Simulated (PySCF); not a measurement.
B3LYP has the VWN-RPA correlation part, as in Gaussian. Delta-SCF ions had no search for a lower state. Excitations are Tamm–Dancoff values on a coarser integration grid. The basis has no diffuse functions, so Rydberg states are missing or too high.

Cartesian coordinates (Å):
SMILES: F[SiH]([SiH3])[SiH3]
```xyz
11

F     -0.5676    -2.0075     0.9928
Si    -0.1320    -0.9315    -0.1278
Si    -1.8185     0.6794    -0.3679
Si     1.9191     0.0353     0.4684
H      0.0285    -1.6697    -1.4127
H     -3.1095     0.0560    -0.7630
H     -2.0067     1.4337     0.8995
H     -1.3902     1.6278    -1.4325
H      2.9841    -0.9941     0.6006
H      2.2978     0.9920    -0.6075
H      1.7949     0.7786     1.7500
```
Charge 0, spin multiplicity 1.

Problem. Predict the S1 oscillator strength, dipole moment, vertical ionisation energy (Delta-SCF), T1 excitation (TDA) and HOMO from B3LYP-D3(BJ)/def2-TZVP // PBE0-D4/def2-TZVP in PySCF.

Solution. 
```json
{
  "S1 oscillator strength": "0.025",
  "dipole_moment": "0.232 e·Å",
  "vertical ionisation energy (Delta-SCF)": "9.77 eV",
  "T1 excitation (TDA)": "4.91 eV",
  "HOMO": "-7.73 eV"
}
```
